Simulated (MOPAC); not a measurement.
MOPAC input (PM6):

```
PM6 FORCE THERMO(298,298) PRECISE LET UHF MS=0.5 GEO-OK AUX(PRECISION=9) THREADS=1
KO

K     0.00000000 1    0.00000000 1   -0.77527015 1
O    -0.00000000 1    0.00000000 1    1.67261915 1
```

From the output:

```
     O    2   0.769511   0.769535

          HEAT OF FORMATION =      27.646188 KCALS/MOLE

          ZERO POINT ENERGY       0.485 KCAL/MOL

           NORMAL COORDINATE ANALYSIS (Total motion = 1 Angstrom)

   Root No.       1

                 1 Sig

                 339.2

           1   -0.2904
           2   -0.0000
           3    0.0000
           4    0.7096
           5    0.0000
           6   -0.0000

           MASS-WEIGHTED COORDINATE ANALYSIS (NORMAL COORDINATES)

   Root No.       1

                 1 Sig

                 339.2

           1   -0.5389
           2   -0.0000
           3    0.0000
           4    0.8424
           5    0.0000
           6   -0.0000

          DESCRIPTION OF VIBRATIONS

 VIBRATION          1    1Sig        ATOM PAIR     ENERGY CONTRIBUTION    RADIAL
 FREQUENCY           339.17         K 1 -- O 2        +100.0% (100.0%)    100.0%
 TRANSITION DIPOLE   1.7705
 TRAVEL (Ang.)       0.1323
 REDUCED MASS       11.3535
 EFFECTIVE MASS     21.6610
 FORCE CONSTANT      0.7695

      SYMMETRY NUMBER FOR POINT-GROUP C*v =  1

          SYSTEM IS A GROUND STATE

 KO

          MOLECULE IS LINEAR

          THERE ARE  1 GENUINE VIBRATIONS IN THIS SYSTEM
          THIS THERMODYNAMICS CALCULATION IS LIMITED TO
          MOLECULES WHICH HAVE NO INTERNAL ROTATIONS

                    CALCULATED THERMODYNAMIC PROPERTIES
                                          *
   TEMP. (K)   PARTITION FUNCTION   H.O.F.    ENTHALPY  HEAT CAPACITY ENTROPY
                                   KCAL/MOL   CAL/MOLE    CAL/K/MOL  CAL/K/MOL

 298.00  VIB.     0.1241D+01                   234.0908     1.5969     1.2152
         ROT.     0.8359D+03                   592.1869     1.9872    15.3581
         INT.     0.1038D+04                   826.2777     3.5841    16.5733
         TRA.     0.3954D+27                  1480.4672     4.9680    37.9390
         TOT.                       27.646    2306.7448     8.5521    54.5123

   *: NOTE: HEATS OF FORMATION ARE RELATIVE TO THE
            ELEMENTS IN THEIR STANDARD STATE AT 298K
              (=  Standard Enthalpy of Formation).

            Hvib:  Zero-point energy is not included.
                   frequencies of less than zero cm-1 are not included.
            Hrot = (3/2)RT
            Htra = (3/2)RT + pV = (5/2)RT

            Heat capacity is Cp, not Cv

          For more information, see: HTTP://OpenMOPAC.net/Manual/thermochemistry.html

           FORCE CONSTANT IN CARTESIAN COORDINATES (Millidynes/A)

    ATOM   CHEMICAL       X               Y               Z
   NUMBER   SYMBOL  FORCE CONSTANT  FORCE CONSTANT  FORCE CONSTANT

      1       K        0.769510        0.000364        0.000364
      2       O        0.769511        0.000364        0.000364

 **********************
 *                    *
 * JOB ENDED NORMALLY *
 *                    *
 **********************

 == MOPAC DONE ==
```
